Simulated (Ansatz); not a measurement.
The same path of CH6BF2N (11 atoms, charge 0, multiplicity 1) was run twice with different band settings. Lost on the way: B1–H2, N5–H11. Made: H2–H11.

Method: Ansatz 0.2.0, RHF/def2-SVP.

Relaxed end points:

```xyz
11
Properties=species:S:1:pos:R:3
B 0.112 -0.198 0.095
H 0.427 0.679 0.876
F 1.105 -0.602 -0.759
F -1.091 -0.010 -0.536
N -0.176 -1.561 1.025
H -0.499 -2.266 0.379
C 0.974 -2.043 1.795
H 1.783 -2.263 1.106
H 1.297 -1.257 2.474
H 0.721 -2.935 2.367
H -0.957 -1.351 1.628
```

```xyz
11
Properties=species:S:1:pos:R:3
B 0.305 -0.843 -0.342
H -1.219 1.261 2.275
F 1.318 0.002 -0.288
F -0.642 -0.598 -1.228
N 0.230 -1.950 0.493
H -0.563 -2.550 0.398
C 1.196 -2.339 1.494
H 1.601 -3.334 1.295
H 2.023 -1.634 1.495
H 0.757 -2.346 2.494
H -1.309 0.524 2.364
```

Common settings: movable images 5; climbing image yes; optimiser quadratic models (default); start path through a guess of the saddle point; force threshold 0.05 eV/Å; iteration limit 60; end points relaxed.

| run | spring |
| --- | --- |
| 1 | 5.0 eV/Å² |
| 2 | 0.5 eV/Å² |

(1) What does each run give, and how far can it be trusted?

## Answers

(1) Run 1: converged after 29 iterations, highest image 2.353 eV above the first end. The profile has 2 maxima (images 1, 4) with wells between them (image 2): this band takes more than one step, which may be the mechanism or a detour left from its start path. Neighbouring images differ by up to 2.5 eV, so the band resolves the path poorly. A vibrational analysis at the climbing image gives one clearly imaginary mode, 1907i cm⁻¹: a first-order saddle point.
Run 2: converged after 29 iterations, highest image 2.353 eV above the first end. Neighbouring images differ by up to 2.4 eV, so the band resolves the path poorly. Another band between the same ends (5 images) ends at a top of the same energy, where a vibrational analysis finds 1 clearly imaginary mode.
The orbitals stay closed-shell, which can raise the energy where a bond breaks towards radicals; this wasn't checked here.
